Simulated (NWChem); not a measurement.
Molecule: H$_{2}$TeS; SMILES S[TeH]

All runs: NWChem. Medium grid unless said otherwise, to which SCAN and Minnesota functionals are sensitive. The geometry was optimised at PBE0/def2-SVP. def2 effective core potentials on Te; no spin-orbit coupling. Hybrids' shares of exact exchange are those that their runs print; pure functionals count as 0. The functionals differ in more than this share.

| row | share of exact exchange | highest occupied level (eV) |
|---|---|---|
| PBE/def2-TZVP | 0.00 | -5.61 |
| SCAN/def2-TZVP | 0.00 | -5.86 |
| B3LYP/def2-TZVP | 0.20 | withheld |
| MPW1K/def2-TZVP | 0.43 | -7.47 |
| MN15/def2-TZVP | 0.44 | -7.23 |

Task: Fit a straight line of the last column on the one before it, predict the withheld value, and compare with the run.

Result: 
1. Means of the 4 shown rows: x = 0.217, y = -6.543. Slope Σ(x − x̄)(y − ȳ)/Σ(x − x̄)² = -0.7013/0.1893 = -3.705; intercept -5.737.
2. The shown rows scatter about the line by 0.132 (root mean square); the largest residual is -0.14, at MPW1K/def2-TZVP.
3. At x = 0.20 (B3LYP/def2-TZVP; inside the shown range) the line gives -6.48.
4. The run gives -6.45, +0.03 from the line, 0.2 times the scatter.
